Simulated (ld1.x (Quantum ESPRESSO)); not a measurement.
## Reading a pseudo-wave (Mo)

Columns: radius, all-electron u(r) and pseudo u(r) of the 5p shell (level -1.04 eV) of molybdenum in the configuration [Kr] 4d5 5s1 5p0; PBE, scalar-relativistic, RRKJ scheme, ld1.x (Quantum ESPRESSO) 7.5.

```csv
r (bohr),all-electron,pseudo
0.160,-0.0008,-0.0005
0.320,-0.1011,-0.0022
0.480,-0.0230,-0.0057
0.640,0.0869,-0.0116
0.800,0.1549,-0.0206
0.960,0.1715,-0.0336
1.120,0.1484,-0.0510
1.280,0.1009,-0.0729
1.440,0.0413,-0.0989
1.600,-0.0220,-0.1286
1.760,-0.0841,-0.1609
1.920,-0.1423,-0.1947
2.080,-0.1952,-0.2290
2.240,-0.2424,-0.2627
2.400,-0.2838,-0.2949
2.560,-0.3197,-0.3249
2.720,-0.3504,-0.3523
2.880,-0.3762,-0.3767
3.040,-0.3977,-0.3977
3.200,-0.4151,-0.4151
3.360,-0.4288,-0.4288
3.520,-0.4391,-0.4391
3.680,-0.4466,-0.4466
3.840,-0.4514,-0.4514
4.000,-0.4538,-0.4538
4.160,-0.4543,-0.4543
```

(1) How many radial nodes do the two functions have?

(2) At about which radius was the pseudo-wave matched?

(3) Is the pseudo-wave norm-conserving?

## Answers

(1) The all-electron 5p function has n − l − 1 = 3 (the table is too coarse to show those close to the nucleus); the pseudo-wave has 0, since the states of the same l below it are removed with the core.

(2) 3.10 bohr, where the columns begin to agree (steps of 0.16 bohr).

(3) Yes: the RRKJ scheme keeps the norm inside the radius equal to the all-electron one, which fixes the energy derivative of the logarithmic derivative at the level.
